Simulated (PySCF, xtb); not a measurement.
B(H)(OH)(iPr) (C₃H₉BO), SMILES CC(C)BO.

GFN2-xTB in xtb at its own geometry gives an orbital gap of 5.34 eV and a dipole moment of 1.91 D.

Coordinates come from a B3LYP-D3(BJ)/def2-SVP optimisation. This is a generated structure with no PubChem entry under its InChIKey; it may be hypothetical. Other conformers were not sampled.

Task: What does PBE/def2-TZVP run with PySCF give? (Estimate from the structure and the level; the computed values follow.)

Result: gap 5.75 eV (levels -6.66 and -0.91 eV), dipole 1.83 D.
